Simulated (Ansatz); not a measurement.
HKO, charge -1, doublet, geometry from GFN2-xTB (such geometries of metal compounds can be far from the true shape) (a state made from the parent by changing its charge; the spin is typed, not shown lowest) (a gas-phase anion, which may not be bound at this level). Base run: R2SCAN/pcseg-1 run with Ansatz (a program for electronic structure).

Input for Ansatz:
Ansatz 0.2 input:
```yaml
crystal:
  periodic: [false, false, false]
  atoms:
    - {symbol: K, position_ang: [-0.00000000, -0.00000000, -1.05363639]}
    - {symbol: O, position_ang: [0.00000000, 0.00000000, 2.11672093]}
    - {symbol: H, position_ang: [0.00000000, 0.00000000, 3.08532400]}
basis:
  gaussian:
    orbitals: pcseg-1.json
hamiltonian:
  xc: r2scan
total_charge: -1
magnetization: {spin_polarized: true, initial_magnetization: 1}
```
The basis file holds pcseg-1 in the JSON format of the Basis Set Exchange.

The base run was repeated with changes; each row names its change, and settings that it needs were set with it.

| change | E (Eh) | <S^2> | core-seconds (rough) |
|---|---|---|---|
| base | -675.56345 | 0.753 | 20 |
| functional = pbe | -675.35171 | 0.751 | 10 |
| functional = BHLYP | -675.60219 | 0.750 | 3 |
| functional = revpbe | -675.52497 | 0.752 | 10 |
| functional = pbe0; dispersion = d3bj | -675.38775 | 0.751 | 4 |
| functional = B97M-V | -675.44777 | 0.752 | 30 |
| functional = wB97X | -675.61485 | 0.751 | 9 |
| functional = hf | -674.45729 | 0.750 | 1 |
| functional = cam_b3lyp | -675.64265 | 0.750 | 3 |
| functional = blyp | -675.63862 | 0.752 | 10 |
| functional = b3lyp5 | -675.55408 | 0.750 | 5 |
| functional = wB97X-V | -675.52386 | 0.750 | 8 |
| functional = pbe0 | -675.38687 | 0.751 | 4 |

Absolute energies of different levels of theory aren't comparable as measures of quality.

A gas-phase anion may not be bound at this level; its values then depend on the basis.
